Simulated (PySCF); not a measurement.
4-methylene-2,5-cyclohexadiene-1-one, C7H6O.
SMILES with atom numbers: `[CH2:1]=[C:2]1[CH:3]=[CH:4][C:5](=[O:6])[CH:7]=[CH:8]1` (hydrogens: H9, H10 on C1; H11 on C3; H12 on C4; H13 on C7; H14 on C8)

Computed, not measured: TDDFT wB97X-D/def2-SVPD, vertical, gas phase, core orbitals frozen in the response (PySCF 2.14.0, density-fitted response routines). Isolated species at its GFN2-xTB geometry, gas phase.

Each state is given a Gaussian of 0.5 eV full width at half maximum, with ε(max) = 2.175×10⁸ f / Δν̃ (Δν̃ the width in cm⁻¹). The width is an assumption, not a result. The curve ends short of the highest state used, and states not computed would add to its high-energy end.

| λ (nm) | ε (L mol⁻¹ cm⁻¹) |
| --- | --- |
| 188.4 | 27 |
| 193.8 | 188 |
| 199.3 | 639 |
| 204.7 | 1071 |
| 210.2 | 1001 |
| 215.6 | 570 |
| 221.1 | 217 |
| 226.5 | 146 |
| 232.0 | 636 |
| 237.4 | 2685 |
| 242.9 | 8077 |
| 248.3 | 17136 |
| 253.8 | 27425 |
| 259.2 | 33683 |
| 264.7 | 32991 |
| 270.1 | 26483 |
| 275.6 | 17703 |
| 281.0 | 10210 |
| 286.5 | 5072 |
| 291.9 | 2264 |
| 297.4 | 894 |
| 302.8 | 327 |
| 308.3 | 108 |
| 313.7 | 34 |
| 319.2 | 10 |
| 324.6 | 3 |
| 330.1 | 1 |
| 335.6 | 0 |
| 341.0 | 0 |
| 346.5 | 0 |
| 351.9 | 0 |
| 357.4 | 0 |
| 362.8 | 0 |
| 368.3 | 0 |
| 373.7 | 0 |
| 379.2 | 0 |
| 384.6 | 0 |
| 390.1 | 0 |
| 395.5 | 0 |
| 401.0 | 0 |
| 406.4 | 0 |
| 411.9 | 0 |
| 417.3 | 0 |
| 422.8 | 0 |
| 428.2 | 0 |
| 433.7 | 0 |
| 439.1 | 0 |
| 444.6 | 0 |
| 450.0 | 0 |
| 455.5 | 0 |
| 460.9 | 0 |
| 466.4 | 0 |
| 471.8 | 0 |
| 477.3 | 0 |
| 482.8 | 0 |
| 488.2 | 0 |

Task: Where are the band maxima, and which computed states make them?

Result: 261 nm (4.74 eV), ε about 34000, made up of S3 (100%); 207 nm (6.00 eV), ε about 1100, made up of S5 (96%) (ε in L mol⁻¹ cm⁻¹; maxima over ε = 5, shares over 10%). The states used: S1 3.29 eV (f 0.0000); S2 4.61 eV (f 0.0024); S3 4.74 eV (f 0.634); S4 5.96 eV (f 0.0008); S5 6.00 eV (f 0.020); S6 6.14 eV (f 0.0000); S7 7.10 eV (f 0.0000); S8 7.18 eV (f 0.0016).

Task: Coming from long wavelengths, where does ε first pass 100 L mol⁻¹ cm⁻¹?

Result: At about 309 nm (4.02 eV), 0.73 eV above S1.

Task: Does any computed singlet lie in the visible range?

Result: No computed singlet lies in the visible range (380 to 750 nm); the lowest, at 377 nm, stands 0.03 eV above its violet end (3.26 eV); a Tamm–Dancoff triplet lies at 519 nm, without intensity as long as spin–orbit coupling is left out.

Task: What would ε be at 4.74 eV, the highest of these maxima, with half the width (0.25 eV)?

Result: About 68500 L mol⁻¹ cm⁻¹ against 34300, a factor of about 2.00; a lone state at its own centre would give exactly 2.

The run took 32 s on one thread of an x86-64 server (shared host).
